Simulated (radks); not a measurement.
Task: Coherent X-ray form factor from a spherical all-electron density. Method: Dirac Kohn-Sham, PBE, spin-unpolarised, spherical densities, finite nucleus; Fermi nuclear charge, rms radius of each element as measured or else 0.836 A^(1/3) + 0.57 fm; computed with a radial shooting solver on a logarithmic mesh with Libxc functionals.

sin(theta)/lambda (1/angstrom)  f0 (electrons)
0.05                                    11.841
0.1                                     11.402
0.15                                    10.775
0.2                                     10.068
0.25                                     9.368
0.3                                      8.720
0.4                                      7.609
0.5                                      6.661
0.6                                      5.789
0.8                                      4.253
1                                        3.109
1.25                                     2.223
1.5                                      1.748
2                                        1.335

The species is in the configuration that NIST lists as its ground one. Which atom or ion scatters so?

Result: The phosphorus ion P3+, [Ne] 3s2. Extrapolating in s^2 from the first two rows gives f0(0) = 12.0, near the electron count 12; among species with that count, the fall with angle is slower the higher Z, and the table is that of Z = 15; from so few rows the species is fixed only to a neighbour or two.
